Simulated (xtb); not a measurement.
W(O)(NH)(Me)(SH) (CH5NOSW), SMILES [CH3][W](=[NH])(=[O])[SH], multiplicity 1. All values are semi-empirical tight-binding results from xtb (GFN2-xTB unless named), good for trends rather than for accurate numbers. Geometry: GFN2-xTB. The spin state was assumed, not searched. The structure was generated by enumeration; whether it is a known compound was not checked. The values are those of a single conformer.

Optimised geometry:

Bonded distances (Å): W1–O2 1.683, W1–N3 1.780, W1–C5 2.194, W1–S9 2.376, N3–H4 1.022, C5–H6 1.100, C5–H7 1.107, C5–H8 1.108, S9–H10 1.345. Angles (°): O2–W1–N3 120.0, O2–W1–C5 104.7, O2–W1–S9 109.4, N3–W1–C5 104.1, N3–W1–S9 112.7, C5–W1–S9 104.2, W1–N3–H4 163.0, W1–C5–H6 117.3, W1–C5–H7 109.8, W1–C5–H8 110.9, H6–C5–H7 105.6, H6–C5–H8 106.0, H7–C5–H8 106.6, W1–S9–H10 90.3.

For metal compounds this method's bond lengths and energies can be far off.

```json
{
  "orbital_gap": "2.19 eV",
  "zero_point_energy": "35.7 kcal/mol",
  "G − E(el) at 298.15 K (modified RRHO)": "13.8 kcal/mol"
}
```

Computed atomic charges and the Wiberg bond orders between heavy atoms:
charges (e) W1 0.77, O2 -0.49, N3 -0.46, H4 0.19, C5 -0.21, H6 0.08, H7 0.07, H8 0.08, S9 -0.23, H10 0.20. Bond orders W1–O2 2.16, W1–N3 2.24, W1–C5 1.04, W1–S9 1.33.
